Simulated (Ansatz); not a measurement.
Born–Oppenheimer molecular dynamics of C₂H₈O₂Si (13 atoms, charge 0, multiplicity 1). It starts from a relaxed structure.

Theory: Ansatz 0.2.0, RKS B3LYP-D4/6-31G*.

```json
{
  "ensemble": "NVE (velocity Verlet)",
  "time step": "1 fs",
  "steps asked": "250",
  "starting velocities drawn for": "700 K",
  "seed": "928123"
}
```

First frame:

```xyz
13
Properties=species:S:1:pos:R:3
Si -0.082 0.007 0.004
O -0.056 -0.141 1.669
H -0.920 -0.075 2.099
C 1.717 -0.064 -0.503
H 2.197 -0.997 -0.186
H 1.818 0.017 -1.591
H 2.276 0.762 -0.049
C -0.919 1.585 -0.553
H -1.976 1.608 -0.266
H -0.430 2.465 -0.120
H -0.876 1.678 -1.645
O -0.987 -1.213 -0.694
H -0.656 -2.110 -0.537
```

Question: How far do the bonds stretch over the last three quarters of this one trajectory? (Pairs bonded in most of those frames.)

Answer: 
```json
{"bond": "Si1–O2", "mean (Å)": "1.676", "spread (Å)": "0.050", "shortest": "1.60", "longest": "1.76"}
{"bond": "Si1–C4", "mean (Å)": "1.882", "spread (Å)": "0.031", "shortest": "1.82", "longest": "1.94"}
{"bond": "Si1–C8", "mean (Å)": "1.886", "spread (Å)": "0.035", "shortest": "1.82", "longest": "1.94"}
{"bond": "Si1–O12", "mean (Å)": "1.675", "spread (Å)": "0.026", "shortest": "1.62", "longest": "1.73"}
{"bond": "O2–H3", "mean (Å)": "0.970", "spread (Å)": "0.018", "shortest": "0.94", "longest": "1.00"}
{"bond": "C4–H5", "mean (Å)": "1.101", "spread (Å)": "0.037", "shortest": "1.04", "longest": "1.16"}
{"bond": "C4–H6", "mean (Å)": "1.098", "spread (Å)": "0.019", "shortest": "1.06", "longest": "1.14"}
{"bond": "C4–H7", "mean (Å)": "1.098", "spread (Å)": "0.008", "shortest": "1.08", "longest": "1.12"}
{"bond": "C8–H9", "mean (Å)": "1.098", "spread (Å)": "0.013", "shortest": "1.07", "longest": "1.13"}
{"bond": "C8–H10", "mean (Å)": "1.102", "spread (Å)": "0.029", "shortest": "1.04", "longest": "1.16"}
{"bond": "C8–H11", "mean (Å)": "1.104", "spread (Å)": "0.046", "shortest": "1.03", "longest": "1.18"}
{"bond": "O12–H13", "mean (Å)": "0.970", "spread (Å)": "0.013", "shortest": "0.95", "longest": "0.99"}
```

Mean temperature of the second half: 356 K. The conserved energy stayed within 1.6 meV per atom of its start (net change 0.66 meV per atom), so the integration is sound. Over the second half the temperature averaged 0.51 of the 700 K drawn at the start: a run that starts near a minimum puts about half its kinetic energy into the potential. A run of 0.25 ps of so small a system gives no equilibrium averages.

Time of the run: 11 min on 2 threads of Arm Neoverse V1, on a shared host, peak memory 0.2 GiB.
